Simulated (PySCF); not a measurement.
**Bonding in `CCCC[Si@H](Cl)O[SiH3]`**

Species: C4H13ClOSi2.
SMILES with atom numbers: `[CH3:1][CH2:2][CH2:3][CH2:4][Si@H:5]([Cl:6])[O:7][SiH3:8]` (hydrogens: H9, H10, H11 on C1; H12, H13 on C2; H14, H15 on C3; H16, H17 on C4; H18 on Si5; H19, H20, H21 on Si8)

Structure used (GFN2-xTB), in Å, numbered top down from 1:
```xyz
21
C4H13ClOSi2 angstrom
C     -3.7157   -0.2317    0.4272
C     -2.3526    0.4185    0.6287
C     -1.2418   -0.3461   -0.0890
C      0.1260    0.3011    0.1245
Si     1.5493   -0.6447   -0.6994
Cl     1.6916   -2.4887    0.0911
O      2.9319    0.1431   -0.4285
Si     4.3588    0.6392    0.1695
H     -3.9666   -0.2738   -0.6305
H     -3.7148   -1.2472    0.8174
H     -4.4896    0.3336    0.9418
H     -2.3811    1.4458    0.2570
H     -2.1269    0.4597    1.6969
H     -1.2185   -1.3749    0.2766
H     -1.4632   -0.3841   -1.1582
H      0.0975    1.3235   -0.2576
H      0.3112    0.3833    1.1996
H      1.4544   -0.7553   -2.1491
H      4.4588    2.0274   -0.2707
H      4.3009    0.5109    1.6240
H      5.3816   -0.2228   -0.4170
```

Bond orders from the PBE0/pcSseg-1 density (PySCF). The structure is a single GFN2-xTB conformer in the gas phase; no vibrational or solvent corrections.

Question: How far do the computed orders between heavy atoms stray from the drawn ones?

Answer: The largest departure is 0.094, at O7–Si8 (drawn single, 0.906) and C4–Si5 (drawn single, 0.908).

Question: Set the Mayer orders of the bonds between heavy atoms beside their lengths.

Answer: 
```
   bond  drawn as  length (Å)  Mayer order
  C1–C2    single       1.524        1.066
  C2–C3    single       1.528        1.032
  C3–C4    single       1.528        1.033
 C4–Si5    single       1.897        0.908
Si5–Cl6    single       2.011        0.978
 Si5–O7    single       1.614        0.977
 O7–Si8    single       1.625        0.906
```

Bonds between the same two heavy elements. C–C: lowest C2–C3 and C3–C4 (1.032, 1.528 Å), highest C1–C2 (1.066, 1.524 Å). O–Si: lowest O7–Si8 (0.906, 1.625 Å), highest Si5–O7 (0.977, 1.614 Å). Bonds named together lie within 0.004.

Question: And the bonds to hydrogen?

Answer: C–H: 0.94 to 0.97 (9 bonds); H–Si: 0.92 to 0.93 (4 bonds).

Question: Sum the orders of all bonds at each heavy atom with more than one neighbour and set the sums beside the valence in the SMILES.

Answer: C1 3.968 (drawn 4), C2 4.003 (drawn 4), C3 3.958 (drawn 4), C4 3.822 (drawn 4), Si5 3.786 (drawn 4), O7 1.883 (drawn 2), Si8 3.690 (drawn 4). Orders between atoms that aren't bonded are not in these sums.

Mayer orders depend on the basis set.

The run behind these numbers computed NMR shieldings as well. Hardware: one thread, AMD EPYC 7R43 (x86_64), shared host with 256 logical CPUs at a one-minute load of 191. Cost: 82 s wall (grids of density and orbitals included), 1.1 GiB resident at most.
